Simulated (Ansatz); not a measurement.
```yaml
crystal:
  periodic: [false, false, false]
  atoms:
    - {symbol: P, position_ang: [-0.676671, -1.221053, -0.010807]}
    - {symbol: Ga, position_ang: [-0.006759, 0.988110, -0.033346]}
    - {symbol: H, position_ang: [0.107576, -1.586095, 1.113617]}
    - {symbol: H, position_ang: [0.266274, -1.655768, -0.977506]}
    - {symbol: H, position_ang: [0.258557, 1.692057, -1.409690]}
    - {symbol: H, position_ang: [0.051023, 1.782759, 1.317731]}
basis:
  gaussian: {orbitals: aug-pcseg-2}
hamiltonian: {xc: {name: HF}}
correlation: {method: rpa}
charge: 1
```

```sh
$ ansatz run in.yaml --threads 2 --pin off --events-out ev --progress --plain --max-ram 4352MiB
```

(1) How does Ansatz answer? (An estimate is asked.)

## Answers

(1) Ansatz gave: The program refused the input.
```
Error: YAML parse error: error: line 14 column 1: unknown field `charge`, expected one of crystal, accuracy, basis, kpoints, hamiltonian, magnetization, projection, total_charge, correlation, batch, efield, external_charges, scf, relax, neb, saddle, md, ramp, phonons, dielectric, real_time, elastic, magnetic_configurations, gw, evaluate, workflow, output, checkpoint, execution
12 | hamiltonian: {xc: {name: HF}}
13 | correlation: {method: rpa}
14 | charge: 1
```
